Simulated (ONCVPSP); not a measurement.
# Plane-wave convergence, ONCV potential for Mg (Z = 12)

magnesium (Mg), optimised norm-conserving Vanderbilt (ONCV), made with ONCVPSP 4.0.1 (PBE, scalar-relativistic). Core [He], reference 2s2 2p6 3s1 (charge +1). Waves: 2s+3s: rc 1.30 bohr, ncon 3, nbas 8, qcut 11.8 1/bohr, 2 projectors; 2p: rc 0.95 bohr, ncon 3, nbas 7, qcut 15.5 1/bohr, 1 projector; d scattering state at 0.21 Ha: rc 1.40 bohr, ncon 3, nbas 7, qcut 6.1 1/bohr, 2 projectors, debl 4 Ha. Local part: polynomial inside 0.75 bohr (lpopt 1, dvloc0 2 Ha). Core correction: none.

Question: For each optimised wave give the share of its norm inside rc, the residual kinetic energy above qcut (Ha) and the cutoffs (Ha) for errors of 10, 1, 0.1 and 0.01 mHa per electron.

Answer:

| wave | norm inside rc | residual KE | 10 mHa | 1 mHa | 0.1 mHa | 0.01 mHa |
| --- | --- | --- | --- | --- | --- | --- |
| 2s | 0.954 | 1.8e-09 | 15.7 | 21.0 | 25.7 | 41.6 |
| 3s | 0.047 | 9.8e-10 | 10.2 | 15.5 | 20.5 | 37.7 |
| 2p | 0.802 | 4.2e-07 | 68.1 | 84.2 | 97.0 | 106.8 |
| d projector 1 | 0.056 | 1.3e-04 | 6.5 | 13.0 | 19.9 | 87.2 |
| d projector 2 | 0.120 | 1.2e-02 | 19.2 | 38.8 | 109.1 | 134.1 |

The occupied waves need 84 Ha and 97 Ha for 1 and 0.1 mHa.
